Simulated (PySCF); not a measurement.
A side-by-side comparison of computed properties.

First species: C₅H₁₁NO₂Si₂.
SMILES with atom numbers: `[CH3:1][O:2][SiH2:3][c:4]1[cH:5][cH:6][c:7]([SiH2:8][NH2:9])[o:10]1` (hydrogens: H11, H12, H13 on C1; H14, H15 on Si3; H16 on C5; H17 on C6; H18, H19 on Si8; H20, H21 on N9)

Structure used (GFN2-xTB), in Å, numbered top down from 1:
```
atom  x, y, z in Å
C1    -4.0420   -0.9066    0.4607
O2    -3.5335    0.3019   -0.0125
Si3   -2.2321    1.1611    0.4332
C4    -0.6119    0.2781    0.0840
C5    -0.2561   -1.0411   -0.0618
C6     1.1295   -1.0664   -0.3035
C7     1.5539    0.2369   -0.2896
Si8    3.2146    1.0449   -0.5819
N9     4.3688   -0.2006   -0.2873
O10    0.4967    1.0440   -0.0553
H11   -3.3635   -1.7318    0.2334
H12   -4.9980   -1.0863   -0.0333
H13   -4.1988   -0.8692    1.5414
H14   -2.4206    2.3157   -0.4311
H15   -2.2680    1.4769    1.8700
H16   -0.9145   -1.8857   -0.0041
H17    1.7465   -1.9264   -0.4693
H18    3.2938    2.2355    0.2799
H19    3.4106    1.4225   -1.9841
H20    5.3422   -0.0094   -0.4585
H21    4.2735   -0.7772    0.5334
```

Second species: C5H11NO2Si2.
SMILES: `O=C(O)C#CCN([SiH3])C[SiH3]`

Levels: PBE0/pcSseg-1 for dipole moment, HOMO energy, LUMO energy and HOMO–LUMO gap; GFN2-xTB for rotational constant A and rotational constant C. Geometries: GFN2-xTB. Each structure is a single optimised conformer of the isolated species, non-relativistic unless stated. Electronic properties by PySCF.

Dipoles, sizes and rotational constants follow the conformer. The torsions of the flexible species, by atom-mapped SMILES:
- `[CH3:1][O:2][SiH2:3][c:4]1[cH:5][cH:6][c:7]([SiH2:8][NH2:9])[o:10]1`: C1–O2–Si3–C4 65°, O2–Si3–C4–C5 -24°, C6–C7–Si8–N9 -22°, H–N9–Si8–C7 175°, H–N9–Si8–C7 -46°
- `[O:1]=[C:2]([OH:3])[C:4]#[C:5][CH2:6][N:7]([SiH3:8])[CH2:9][SiH3:10]`: C5–C6–N7–Si8 -89°, C6–N7–C9–Si10 63°, H–O3–C2–O1 0°

| property | column X | column Y |
| --- | --- | --- |
| dipole moment | 2.71 D | 1.41 D |
| HOMO energy | -6.66 eV | -6.74 eV |
| LUMO energy | -0.44 eV | -1.26 eV |
| HOMO–LUMO gap | 6.22 eV | 5.48 eV |
| rotational constant A | 3.327 GHz | 1.227 GHz |
| rotational constant C | 0.351 GHz | 0.382 GHz |

Which column belongs to which species?

Column X is the first species and column Y the second. The first has 21 atoms and 92 electrons, the second 21 and 92.

How does each property change from the first species to the second?

dipole moment -1.30 D; HOMO energy -0.08 eV; LUMO energy -0.82 eV; HOMO–LUMO gap -0.74 eV; rotational constant A -2.100 GHz; rotational constant C +0.031 GHz.

On the first: In atomic units the dipole is 1.07 e·bohr (1 au = 2.5417 D). A dipole of 2.71 D is allowed in C1, and pure rotational transitions are dipole-allowed.

On the second: The dipole equals about 4.7 × 10⁻³⁰ C·m (1 D = 3.33564 × 10⁻³⁰ C·m).
